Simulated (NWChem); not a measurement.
**Basis-set convergence for Cl₂Sn**

```xyz
3

Sn     0.0000     0.0000     0.6266
Cl     1.8492     0.0000    -0.9215
Cl    -1.8492     0.0000    -0.9215
```
Charge 0, spin multiplicity 1.

Program: NWChem. All single points use one geometry, from PBE/def2-SVP with def2 effective core potentials on Sn, a minimum by its harmonic frequencies.

Quantity: dipole moment at the level B3LYP.

Effective core potentials replace the inner electrons of Sn; spin-orbit coupling is left out. B3LYP has NWChem's definition, with VWN1-RPA local correlation. The structure started from a generated list of species.

Costs are rough ratios of processor time within this set of runs, SCF included, with def2-SVP as 1.

```csv
basis,functions,dipole moment (D),relative cost
def2-SVP,62,[?],1
def2-SVPD,86,[?],under 3
def2-TZVP,124,3.55,3
def2-TZVPP,134,3.55,3
def2-TZVPD,148,3.56,5
def2-QZVP,222,3.55,20
```

Q: What belongs in the gaps?

A: 
- def2-SVP, dipole moment (D): 3.27
- def2-SVPD, dipole moment (D): 3.62
